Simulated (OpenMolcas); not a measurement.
# Ni²⁺: Racah parameters, worked from levels

```
Program             : OpenMolcas 26.06
Basis               : ANO-RCC-VQZP [7s6p4d3f2g1h]
Scalar Hamiltonian  : DKH3, point nucleus
Active space        : 8 electrons in 5 orbitals (3d)
State averaging     : 2S+1 = 3 even, 10 roots; 2S+1 = 1 even, 15 roots
Spin-orbit coupling : RASSI with atomic mean-field integrals over the reference wave functions, term energies averaged over their components
```

Methods: CASSCF; SS-CASPT2, IPEA 0.25 Eh, imaginary shift 0.1 Eh (closed shells correlated: 3s 3p). Measured levels: Corliss and Sugar, J. Phys. Chem. Ref. Data 10, 197 (1981).

**Racah parameters.** Above ³F, d8 has ³P at 15B, ¹G at 12B + 2C and ¹D at 5B + 2C. The first two fix B and C, and the third tests them; where it misses by thousands of cm-1, two parameters do not describe the configuration (Trees and configuration-interaction terms are left out) and B and C hang on the terms chosen. Term energies are centres of gravity, weighted by 2J + 1.

```
   Source     ³P     ¹G     B     C   C/B  ¹D from B, C  ¹D found
   CASSCF  19969  25574  1331  4799  3.61         16253     16140
SS-CASPT2  15880  21704  1059  4500  4.25         14295     11945
 measured  15836  22115  1056  4723  4.47         14726     13038
```

Energies in cm-1. From CASSCF to SS-CASPT2, B changes by -20.4 % and C by -6.2 %. Against the measured terms, SS-CASPT2 has B off by +0.3 % and C by -4.7 %.

CASPT2 does not keep the components of a term degenerate, so their means are used; among the terms shown or strongly mixed into the levels shown the widest spread is 840 cm-1 (3d⁸ ³F, SS-CASPT2). Some levels mix across a computed gap that differs much from the measured one, so their mixing is not that of the real levels. Without dynamic correlation excited terms often stand tens of per cent too high (terms of higher spin than the ground term too low), and those without a measured partner can miss by more than the paired ones (holds for CASSCF). Measured partners are found by configuration, term and J. A level has none where our copy of the source lacks it or the pairing is in doubt (some pairs that miss far off the trend of their configuration count as doubtful), and it then counts in no deviation. Levels of configurations outside the active space are missing.
